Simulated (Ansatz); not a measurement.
Abridged output of a molecular run in Ansatz:

```
Functional definition: HF
1301 factors; integrals over basis functions are off by at most 6.3e-4 eV
mean field evaluation 1: about -79907.0639 eV, gradient 5.1e1 eV
mean field evaluation 2: about -79907.1072 eV, gradient 5.1e1 eV
mean field evaluation 4: about -79911.5385 eV, gradient 2.2e0 eV
mean field evaluation 8: about -79911.5729 eV, gradient 3.1e-1 eV
mean field -79911.57331735 eV, -2936.6961534028 hartree, gradient 2.4e-6 eV, S^2 0.000000; 0 other end points of the search recorded, 0 dependent functions left out
15 core orbitals not correlated: weight in the atoms' cores, before any rotation towards them, 1.000 or more for the frozen orbitals, at most 0.000 for the correlated occupied ones
reference -79911.57331735 eV, -2936.6961534028 hartree; 22, 22 occupied and 137, 137 virtual orbitals, 1301 factors
second order -28.40505658 eV of doubles, -0.00000000 eV of singles
cycle   1  -27.52584307 eV  change    8.8e-1 eV  update   1.3e-1
cycle   2  -28.15086361 eV  change   -6.3e-1 eV  update   4.4e-2
cycle   3  -28.30951745 eV  change   -1.6e-1 eV  update   2.5e-2
cycle   4  -28.29474383 eV  change    1.5e-2 eV  update   7.9e-3
cycle   5  -28.28538974 eV  change    9.4e-3 eV  update   3.0e-3
cycle   6  -28.28710507 eV  change   -1.7e-3 eV  update   1.1e-3
cycle   7  -28.28715442 eV  change   -4.9e-5 eV  update   3.9e-4
cycle   8  -28.28692188 eV  change    2.3e-4 eV  update   1.5e-4
cycle   9  -28.28695757 eV  change   -3.6e-5 eV  update   5.6e-5
cycle  10  -28.28702844 eV  change   -7.1e-5 eV  update   2.4e-5
cycle  11  -28.28698519 eV  change    4.3e-5 eV  update   9.5e-6
perturbative correction -0.94379095 eV, -0.0346836778 hartree
Total energy: -79940.80409349 eV, -2937.7703646126 hartree
```

Its atoms:

Cartesian coordinates in Å:
```
O 0.9324 -0.8865 0.9042
In -0.0107 0.3926 -0.2414
F 1.0039 1.9430 -0.7768
Br -2.3061 0.1888 -1.0258
H 0.3805 -1.6379 1.1399
```

Q: Which basis set was used?
A. def2-QZVPP
B. def2-TZVPP
C. cc-pV(D+d)Z
D. cc-pV(Q+d)Z

A: B. It gives 174 functions.

Q: Write the keys of the input that set method, charge and spin (a neutral closed shell needs none for the last two).

A: 
```yaml
correlation: {method: ccsd_t}
```
